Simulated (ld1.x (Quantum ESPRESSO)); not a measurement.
Values are calculated unless marked as measured or tabulated.
Potentials for Cl compared

Generated with ld1.x 7.5 (TM, RRKJ, ultrasoft, PAW), atompaw 4.2 or ONCVPSP 4.0.1. The cutoff is in Ry: for ld1.x and atompaw files where the sum of valence levels is converged to 10 mRy in a Bessel basis, for ONCV files where the hardest occupied wave has 1 mHa per electron of residual kinetic energy. The error is the largest all-electron minus pseudo excitation energy over each file’s own four to seven test configurations (ionisations up to +4, promotions, holes and added fractions of an electron), all of which were solved. The labels leave out finer settings (local radius, basis sizes, second energies), which also bear on the numbers. Spin-polarised tests are not counted. The rows are a selection from randomly drawn settings: files with unsolved tests, undetermined cutoffs or missed reference levels are left out.

A true bound ghost makes a file unfit for plane-wave use even where its test errors are small: the radial tests pick states by their node count and pass the ghost by.

```csv
potential,cutoff (Ry),largest error (meV),bound ghosts
"RRKJ, PBEsol, scalar-relativistic, rc 1.00/1.15/1.20 (spd), local s, core correction no, reference 3s2 3p4",120,+68,none
"TM, PBEsol, scalar-relativistic, rc 1.20/1.45/1.45 (spd), local p, core correction yes, reference 3s2 3p3.5",50,+122,none
"ultrasoft, LDA (PZ), scalar-relativistic, rc 1.20/1.65 (sp), local smoothed, core correction no, reference 3s2 3p5",25,+100,none
"PAW, PBEsol, non-relativistic, rc 1.10/1.30 (sp), local smoothed, core correction yes, reference 3s2 3p4",35,-70,s
"ultrasoft, PBE, non-relativistic, rc 1.35/1.20 (sp), local smoothed, core correction no, reference 3s2 3p3.5",18,+20,none
```

Fill in the row for Cl: PAW, PBEsol, scalar-relativistic, rc 1.25/1.25/1.00 (spd), local smoothed, core correction yes, reference 3s2 3p5.

cutoff 21 Ry, largest error -17 meV, bound ghosts: none.

Fill in the row for Cl: TM, PBE, scalar-relativistic, rc 1.40/1.55/1.45 (spd), local smoothed, core correction no, reference 3s2 3p5.

cutoff 45 Ry, largest error +230 meV, bound ghosts: none.

Fill in the row for Cl: TM, Wu–Cohen, scalar-relativistic, rc 0.90/1.30/1.25 (spd), local smoothed, core correction no, reference 3s2 3p5.

cutoff 110 Ry, largest error +141 meV, bound ghosts: none.
